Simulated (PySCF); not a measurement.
Excitation energy of C by level of theory

C [He] 2s2 2p2 (3P) → C [He] 2s1 2p2 3s1 (5P), as a difference of total energies. Calculation: PySCF 2.14, in aug-cc-pwCVDZ; the non-relativistic Hamiltonian (point nucleus). Correlated levels: valence and next inner shell: nothing frozen. The calculations carry no spin-orbit coupling.

| method | excitation energy (eV) |
| --- | --- |
| UHF | 11.262 |
| MP2 (valence and next inner shell) | 12.475 |
| SCS-MP2 (valence and next inner shell) | 12.755 |
| CCSD (valence and next inner shell) | 12.914 |
| CCSD(T) (valence and next inner shell) | 12.951 |
| CCSDT (valence and next inner shell) | 12.960 |

How much does correlation contribute at CCSD(T) (valence and next inner shell)?

12.951 − (11.262) = 1.689 eV, measured against UHF.

The upper state lies above the first ionisation limit, but in LS coupling its spin forbids autoionisation to the ground ion. A Rydberg-like electron needs more diffuse functions than a valence basis has.

The promoted electron is Rydberg-like, and one or two diffuse shells describe it only roughly, which tends to raise the upper state.
